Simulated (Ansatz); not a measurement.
`[OH][GeH2][SnH3]` + H₂Se → `[OH][GeH2][SeH]` + `[SnH4]` at 500 K and 1 bar (cleavage of the Ge–Sn bond).

Computed with Ansatz on PBE0-D4/def2-TZVP structures; ΔE is electronic, products minus reactants. CBS: MP2 limit from def2 TZ/QZ plus the TZ coupled-cluster correction, frozen cores. Elements past krypton have def2 core potentials. For Ge, Se, Sn outer-core shells are correlated without core-valence functions, which leaves a few kJ/mol of doubt a bond. Scalar relativity is left out up to krypton. One conformer a species, not always the lowest.

```
           species  CCSD(T)/CBS energy (Eh)  H − E (kJ/mol)  S (J/(mol·K))
`[OH][GeH2][SnH3]`              -2368.92338           176.8          427.0
              H₂Se              -2401.89790            53.1          237.8
 `[OH][GeH2][SeH]`              -4554.43903           137.1          378.8
          `[SnH4]`               -216.39156            91.5          258.6
```

H − E and S are ideal-gas, rigid-rotor, harmonic terms from PBE0-D4/def2-TZVP, for one conformer and one mirror image of each species. 1 Eh = 2625.50 kJ/mol, R = 8.31446 J/(mol·K).

Task: By hand: ΔE, ΔH, ΔS and ΔG.

Result: ΔE = (-4554.43903) + (-216.39156) − (-2368.92338) − (-2401.89790) = -0.00931 Eh = -24.4 kJ/mol. Δ(H − E) = 137.1 + 91.5 − 176.8 − 53.1 = -1.3, so ΔH = -25.7 kJ/mol. ΔS = 378.8 + 258.6 − 427.0 − 237.8 = -27.4 J/(mol·K). ΔG = -25.7 − 500 × (-27.4)/1000 = -12.0 kJ/mol.

Task: By hand: the equilibrium constant, and the temperature at which ΔG would vanish if ΔH and ΔS stayed fixed.

Result: log₁₀ K = −ΔG/(RT ln 10) = 1.3. ΔG = 0 at ΔH/ΔS = 938 K.

TΔS isn't small against ΔH here. A doubt of 5 kJ/mol in ΔE shifts log₁₀ K by 0.5 here. Other conformers and mirror images would add mixing entropy, several J/(mol·K) or more a flexible species. Modes under 60 cm⁻¹, often nearly free rotors, make the harmonic entropy too high. These are equilibria of isolated gas molecules and say nothing of rates. Largest T1 diagnostic: 0.013 (customary marks: 0.02 for closed shells, 0.045 for open ones).
